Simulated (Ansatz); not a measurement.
`C#[C][SnH]([CH3])[F]`, relaxed with RKS PBE0-D4/def2-TZVP in Ansatz 0.2.0 from a PBE-D4/def2-SVP geometry. The force threshold is 0.005 eV/Å; the program also tests the step.

Total charge 0; spin multiplicity 1. Sn: def2 effective core potential.

Start:

```xyz
10

C     2.826   -0.414   -0.378
C     1.724   -0.081    0.053
Sn   -0.180    0.473    0.752
C    -1.712   -0.375   -0.495
F    -0.276    2.420    0.502
H     3.801   -0.700   -0.755
H    -0.282    0.233    2.457
H    -1.687   -1.478   -0.409
H    -2.704    0.002   -0.183
H    -1.510   -0.081   -1.542
```

Question: By how much does the energy fall, and how many steps does the optimiser take? (An estimate is asked.)

Answer: Ansatz gave: 0.08 eV, in 5 steps.

Question: Which bonds change most? (Estimate.)

Answer: Computed: Sn3–F5 from 1.966 to 1.925 Å; Sn3–C4 from 2.150 to 2.117 Å; C2–Sn3 from 2.103 to 2.077 Å; Sn3–H7 from 1.725 to 1.700 Å.

Question: Give the relaxed structure. (Estimate.)

Answer: Ansatz gave: 
```xyz
10

C     2.804   -0.404   -0.365
C     1.720   -0.066    0.044
Sn   -0.169    0.450    0.734
C    -1.696   -0.367   -0.484
F    -0.279    2.355    0.473
H     3.765   -0.691   -0.726
H    -0.280    0.234    2.417
H    -1.682   -1.455   -0.421
H    -2.666    0.006   -0.157
H    -1.518   -0.062   -1.515
```
